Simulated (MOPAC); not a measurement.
A run for MOPAC: PM7 on N2 (SMILES N#N).

```
PM7 1SCF PRECISE CHARGE=0 THREADS=1
N2

N      0.35842510 1     0.06215926 1    -0.26468266 1
N     -0.49305022 1    -0.03038760 1     0.41040955 1
```

It printed:

```
*******************************************************************************
 **                                                                           **
 **                              MOPAC v23.2.5                                **
 **                                                                           **
 *******************************************************************************
 ** MOPAC's Digital Object Identifier: https://doi.org/10.5281/zenodo.6511958 **
 **                                                                           **
 ** Please cite the open-source release paper for use of this MOPAC version:  **
 ** J. E. Moussa and J. J. P. Stewart (2026)                                  **
 ** MOPAC: An open-source semiempirical molecular orbital program             **
 ** J. Open Source Softw., 11(119), 8025, https://doi.org/10.21105/joss.08025 **
 *******************************************************************************

                              PM7 CALCULATION RESULTS

 *******************************************************************************
 *  PM7        - The PM7 Hamiltonian to be used
 *
 *
 *
 *                 CHARGE ON SYSTEM = 0
 *
 *
 *
 *  PRECISE    - TIGHTER CRITERIA TO BE USED
 *  1SCF       - DO 1 SCF AND THEN STOP
 *  THREADS=1  - MULTI-THREADING NOT USED
 *  T=         - A TIME OF 172800.0 SECONDS REQUESTED
 *  DUMP=N     - RESTART FILE WRITTEN EVERY 7200.0 SECONDS REQUESTED
 *******************************************************************************
PM7 1SCF PRECISE CHARGE=0 THREADS=1
 N2

   ATOM   CHEMICAL          X               Y               Z
  NUMBER   SYMBOL      (ANGSTROMS)     (ANGSTROMS)     (ANGSTROMS)

     1       N          0.35842510  *   0.06215926  *  -0.26468266  *
     2       N         -0.49305022  *  -0.03038760  *   0.41040955  *



          CARTESIAN COORDINATES

    NO.       ATOM           X           Y           Z

     1         N          0.3584      0.0622     -0.2647
     2         N         -0.4931     -0.0304      0.4104

 General Reference for PM7:
 "Optimization of Parameters for Semiempirical Methods VI: More Modifications to the
 NDDO Approximations and Re-optimization of Parameters", J. J. P. Stewart, J. Mol. Mod., 1:32, 19 (2013)
 https://link.springer.com/article/10.1007/s00894-012-1667-x

           Empirical Formula: N2  =     2 atoms



      MOLECULAR POINT GROUP   :   D*h


      RHF CALCULATION, NO. OF DOUBLY OCCUPIED LEVELS = 5


 -------------------------------------------------------------------------------
 PM7 1SCF PRECISE CHARGE=0 THREADS=1
 N2



     1SCF WAS SPECIFIED, SO BFGS WAS NOT USED
     SCF FIELD WAS ACHIEVED


                              PM7 CALCULATION
                                                       MOPAC v23.2.5 Linux




          FINAL HEAT OF FORMATION =         34.64108 KCAL/MOL =     144.93827 KJ/MOL


          COSMO AREA              =         54.66 SQUARE ANGSTROMS
          COSMO VOLUME            =         36.88 CUBIC ANGSTROMS

          IONIZATION POTENTIAL    =         13.493067 EV
          HOMO LUMO ENERGIES (EV) =        -13.493  0.115
          NO. OF FILLED LEVELS    =          5
          MOLECULAR WEIGHT        =         28.0134         POINT GROUP:  D*h

          MOLECULAR DIMENSIONS (Angstroms)

            Atom       Atom       Distance
            N     2    N     1     1.09056
            N     2    N     1     0.00000
            N     1    N     2     0.00000


          SCF CALCULATIONS        =          1





   ATOM   CHEMICAL          X               Y               Z
  NUMBER   SYMBOL      (ANGSTROMS)     (ANGSTROMS)     (ANGSTROMS)

     1       N          0.35842510  *   0.06215926  *  -0.26468266  *
     2       N         -0.49305022  *  -0.03038760  *   0.41040955  *

                             CARTESIAN COORDINATES

   1    N        0.358425100     0.062159260    -0.264682660
   2    N       -0.493050220    -0.030387600     0.410409550


           Empirical Formula: N2  =     2 atoms



      MOLECULAR POINT GROUP   :   D*h


                  EIGENVALUES
 -43.19119 -21.88954 -16.78248 -16.78248 -13.49307   0.11511   0.11511   3.75501


              NET ATOMIC CHARGES AND DIPOLE CONTRIBUTIONS

  ATOM NO.   TYPE          CHARGE      No. of ELECS.   s-Pop       p-Pop
    1          N          -0.000000        5.0000     1.82599     3.17401
    2          N           0.000000        5.0000     1.82599     3.17401
 DIPOLE           X         Y         Z       TOTAL
 POINT-CHG.    -0.000    -0.000     0.000     0.000
 HYBRID         0.000     0.000    -0.000     0.000
 SUM           -0.000    -0.000     0.000     0.000


          ATOMIC ORBITAL ELECTRON POPULATIONS

     Atom    s        px        py        pz
    1  N   1.82599   1.10608   1.00125   1.06668
    2  N   1.82599   1.10608   1.00125   1.06668

 **********************
 *                    *
 * JOB ENDED NORMALLY *
 *                    *
 **********************




 == MOPAC DONE ==
```

The run finished.

Cost: around 0.020 core-seconds (rough).
